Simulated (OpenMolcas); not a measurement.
## B: from RASSCF to RASPT2

```json
{
  "Program": "OpenMolcas 26.06",
  "Basis": "ANO-R2 [4s4p2d1f]",
  "Scalar Hamiltonian": "X2C, finite nucleus",
  "Active space": "3 electrons in 9 orbitals (RAS2 2s 2p; RAS3 3d, at most 2 electrons)",
  "State averaging": "2S+1 = 4 odd, 1 root (0 in the spin-orbit step); 2S+1 = 2 odd, 3 roots; 2S+1 = 4 even, 3 roots; 2S+1 = 2 even, 5 roots",
  "Spin-orbit coupling": "RASSI with atomic mean-field integrals over the reference wave functions, term energies averaged over their components"
}
```

Methods on the same reference wave functions:
A. RASSCF
B. SS-RASPT2, IPEA 0.25 Eh, imaginary shift 0.1 Eh (closed shells correlated: 1s)

Energies in cm⁻¹ above 2s² 2p ²P°_1/2, the measured ground level; measured values from NIST Handbook of Basic Atomic Spectroscopic Data.

| Level | A | B | Measured |
| --- | --- | --- | --- |
| 2s² 2p ²P°_1/2 | 0.0 | 0.0 | 0.0 |
| 2s² 2p ²P°_3/2 | 14.3 | 14.3 | 15.3 |
| 2s 2p² ⁴P_1/2 | 27380 | 28410 | 28870 |
| 2s 2p² ⁴P_3/2 | 27385 | 28420 | 28875 |
| 2s 2p² ⁴P_5/2 | 27393 | 28430 | 28881 |
| 2s 2p² ²D_3/2 | 50655 | 48670 | 47857 |
| 2s 2p² ²D_5/2 | 50655 | 48670 | 47857 |

Deviations, from unrounded energies. A percentage is the sum of absolute deviations over the sum of measured energies, with the sign that they share, or ± where signs differ.

```
                  Against measurement  Levels     A     B
       mean absolute deviation (cm-1)       6  1700   500
fine structure of the ground term (%)       1  -6.6  -6.6
             other configurations (%)       5  ±5.5  ±1.6
```

B lies closest to measurement on these levels. The largest miss of B in the table is 2s 2p² ²D_5/2, by +810 cm-1. The ranking rests on the paired levels alone, and a cruder setting can come out closer through cancelling errors.

The lowest spin-free term lies below A's lowest term by 0.021 hartree in B.

Term energies are means over components that CASPT2 splits; among the terms shown or strongly mixed into the levels shown the widest spread is 16 cm-1 (2s 2p² ²D, B). Active for correlation alone: 3d; no level in the range computed is led by a configuration that fills it, so any true level of that kind is missing. Without dynamic correlation excited terms often stand tens of per cent too high (terms of higher spin than the ground term too low), and those without a measured partner can miss by more than the paired ones (holds for A). Computed and measured levels are paired by configuration, term and J; levels that our copy of the source lacks, or whose pairing is in doubt (as where it misses far off the trend of its configuration), stay unpaired and out of the deviations. Only configurations of the active space appear.

° marks odd parity.
